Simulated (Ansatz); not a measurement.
Reaction (ligand exchange at a B–F bond): `OCBF` + HBr → `OCBBr` + H–F

Program: Ansatz. Geometries: PBE0-D4/def2-TZVP. ΔE: electronic, gas phase. CCSD(T)/CBS adds triple-zeta CCSD(T) − MP2 to the extrapolated MP2 energy (def2 sets, frozen cores). This one scheme is used for every species. Functionals use def2-TZVPP. B3LYP here is the variant with VWN-RPA as its local correlation; programs differ in this. For Br outer-core shells are correlated without core-valence functions, which leaves a few kJ/mol of doubt a bond. Scalar relativity is left out up to krypton. One conformer a species, not always the lowest.

`OCBF`:

```xyz
8

O     0.013   -1.157   -1.065
C    -0.360    0.093   -0.529
B     0.242    0.477    0.853
F     1.060   -0.381    1.452
H     0.600   -1.593   -0.443
H    -1.458    0.154   -0.442
H    -0.104    0.897   -1.239
H     0.008    1.509    1.414
```

HBr:

```xyz
2

Br    0.172    0.166   -0.669
H    -0.172   -0.166    0.669
```

`OCBBr`:

```xyz
8

O    -1.068    0.567    1.024
C     0.088    0.642    0.234
B     0.513   -0.571   -0.628
Br   -0.532   -2.170   -0.623
H    -1.464   -0.302    0.902
H     0.961    0.891    0.864
H     0.017    1.499   -0.460
H     1.486   -0.556   -1.313
```

H–F:

```xyz
2

F     0.228    0.108   -0.385
H    -0.228   -0.108    0.385
```

```json
{"level": "B3LYP-D4", "ΔE (eV)": "0.61"}
{"level": "B3LYP", "ΔE (eV)": "0.68"}
{"level": "MP2/def2-TZVPP", "ΔE (eV)": "0.45"}
{"level": "HF/CBS(def2)", "ΔE (eV)": "0.78"}
```

(1) What does CCSD(T)/CBS give? (Estimate.)

Largest T1 diagnostic among the species: 0.012.

Answers

(1) Ansatz gave: +0.47 eV. The listed levels differ from it by 0.14, 0.21, -0.02, 0.31 eV.

The D4 term adds −0.07 eV with B3LYP and −0.04 eV with PBE0; it sums over pairs of atoms, weighted by their polarisabilities, and B3LYP, whose exchange is more repulsive, gets the larger term. In def2-TZVPP, CCSD(T) changes the Hartree–Fock value by −0.24 eV (the triples alone add −0.04 eV) and MP2 by −0.32 eV.
